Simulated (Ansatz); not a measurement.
Gas-phase electronic energies from Ansatz, PBE0-D4/def2-TZVP geometries. CCSD(T)/CBS is the MP2 limit (def2-TZVPP, def2-QZVPP) plus CCSD(T) − MP2 in def2-TZVPP, frozen cores. This one scheme is used for every species. Functionals use def2-TZVPP. For Se outer-core shells are correlated without core-valence functions, which leaves a few kJ/mol of doubt a bond. Scalar relativity is left out up to krypton. One conformer a species, not always the lowest.

Consider the silylene formation by 1,1-elimination: `O[SiH2][SiH2][SeH]` → `O[SiH]` + `[SiH3][SeH]`.

```json
{"level": "PBE0", "ΔE (eV)": "2.00"}
{"level": "MP2/CBS(def2)", "ΔE (eV)": "2.04"}
```

Q: What does CCSD(T)/CBS give? (Best estimate.)

A: Computed: +1.91 eV. The listed levels differ from it by 0.09, 0.13 eV.

Largest T1 diagnostic among the species: 0.016.

In def2-TZVPP, CCSD(T) changes the Hartree–Fock value by +0.16 eV (the triples alone add +0.04 eV) and MP2 by +0.29 eV. From PBE to PBE0 (25 % exact exchange), in def2-TZVPP and without D4, ΔE moves by +0.11 eV.
